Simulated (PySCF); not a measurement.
Compound: C6H10Si2 (charge +1 and doublet state).
Structure used (PBE0-D3(BJ)/def2-SVP), in Å, numbered top down from 1:
```
atom  x, y, z in Å
Si1    3.2853    0.3537   -0.3566
C2     1.3995    0.1480   -0.1789
C3     0.5308    0.1333   -1.3070
C4    -0.8229   -0.0192   -1.1383
C5    -1.4003   -0.1594    0.1761
Si6   -3.2876   -0.3493    0.3550
C7    -0.5314   -0.1432    1.3039
C8     0.8224    0.0094    1.1355
H9     3.6198    0.3678   -1.8017
H10    3.8946   -0.7851    0.3894
H11    3.6008    1.6421    0.3311
H12    0.9471    0.2391   -2.3119
H13   -1.4798   -0.0345   -2.0131
H14   -3.6101   -0.4971    1.7953
H15   -3.6459   -1.5464   -0.4614
H16   -3.8711    0.8797   -0.2598
H17   -0.9477   -0.2501    2.3087
H18    1.4792    0.0239    2.0104
```

As a line formula: `[CH]1[CH+]C(=CC=C1[SiH3])[SiH3]` [radical] (charge +1).

Method used: UKS B3LYP, IGLO-III on C Si, pcH-1 on H, non-relativistic, mean-field spin-orbit, GIAO in PySCF 2.14.0. Isolated species at its PBE0-D3(BJ)/def2-SVP geometry, gas phase. Stability of the SCF solution: not tested.

Principal values of hyperfine tensors in MHz (contact, dipolar and spin–orbit terms together), for some of the nuclei:

```json
{"atom": "H11", "isotope": "1H", "A1": "80.54", "A2": "82.29", "A3": "85.26", "alike by the symmetry of this geometry": "none"}
{"atom": "H16", "isotope": "1H", "A1": "71.87", "A2": "73.44", "A3": "76.59", "alike by the symmetry of this geometry": "none"}
{"atom": "H10", "isotope": "1H", "A1": "61.43", "A2": "62.83", "A3": "66.08", "alike by the symmetry of this geometry": "none"}
{"atom": "Si6", "isotope": "29Si", "A1": "24.09", "A2": "26.96", "A3": "29.11", "alike by the symmetry of this geometry": "Si1"}
{"atom": "C5", "isotope": "13C", "A1": "-4.83", "A2": "-3.96", "A3": "88.68", "alike by the symmetry of this geometry": "C2"}
{"atom": "C7", "isotope": "13C", "A1": "-15.41", "A2": "-11.44", "A3": "-10.31", "alike by the symmetry of this geometry": "none"}
{"atom": "C3", "isotope": "13C", "A1": "-15.41", "A2": "-11.41", "A3": "-10.30", "alike by the symmetry of this geometry": "none"}
{"atom": "H13", "isotope": "1H", "A1": "-14.89", "A2": "-11.60", "A3": "-0.14", "alike by the symmetry of this geometry": "none"}
```

Problem. Split each tensor into its isotropic and traceless parts, and turn a_iso into mT with g = 2.0029.

Solution. a_iso is a third of the trace, T = A − a_iso, and a(mT) = a(MHz)/(g × 13.996). The tensors hold a spin–orbit part: the run splits a_iso into a_FC + a_SO, and T includes its anisotropic share.

| atom | a_iso (MHz) | a_FC | a_SO | a_iso (mT) | T1 | T2 | T3 |
| --- | --- | --- | --- | --- | --- | --- | --- |
| H11 | 82.70 | 82.70 | 0.00 | 2.950 | -2.16 | -0.41 | 2.56 |
| H16 | 73.97 | 73.97 | 0.00 | 2.639 | -2.10 | -0.52 | 2.62 |
| H10 | 63.45 | 63.45 | 0.00 | 2.263 | -2.02 | -0.62 | 2.64 |
| Si6 | 26.72 | 26.79 | -0.06 | 0.953 | -2.63 | 0.24 | 2.39 |
| C5 | 26.63 | 26.62 | 0.01 | 0.950 | -31.46 | -30.59 | 62.05 |
| C7 | -12.39 | -12.37 | -0.01 | -0.442 | -3.02 | 0.95 | 2.07 |
| C3 | -12.37 | -12.36 | -0.01 | -0.441 | -3.03 | 0.96 | 2.07 |
| H13 | -8.87 | -8.87 | 0.00 | -0.317 | -6.01 | -2.72 | 8.74 |

Problem. What spin density at the nucleus of C3 lies behind its contact coupling (g_N = 1.40482)?

Solution. a_FC = (2μ0/3) gₑ μB g_N μN ρ(0)/(2S·h) = 800.24 MHz × g_N × ρ(0)/(2S), with ρ in bohr⁻³. With a_FC = -12.36 MHz and 2S = 1, ρ(0) = -0.01099 bohr⁻³.

Problem. H15 (1H, g_N = 5.58569) isn't in the table. Its spin density at the nucleus is 0.01626 bohr⁻³. What is its contact coupling?

Solution. By the same relation, a_FC = 72.7 MHz. Its full tensor has the principal values 70.59, 72.19, 75.27 MHz.

Problem. Which nucleus of the table has the largest anisotropic coupling, and what is its form?

Solution. C5: -31.5, -30.6, 62.0 MHz (the dipolar term alone has -31.6, -30.5, 62.1), axial, in the ratio −1:−1:+2, the form that spin in one p orbital centred on that nucleus gives.

Problem. What first-order splitting does H10 cause when the field lies along A1, A2 or A3 of its tensor (g taken as isotropic, no quadrupole term)?

Solution. 2 lines (I = 1/2), spaced by |A_i|/(g × 13.996): 2.19, 2.24, 2.36 mT along the axes of A1, A2 and A3.

The SMILES draws the unpaired electron on C8; the largest computed Mulliken spin population is on C5 (0.41 against 0.10).
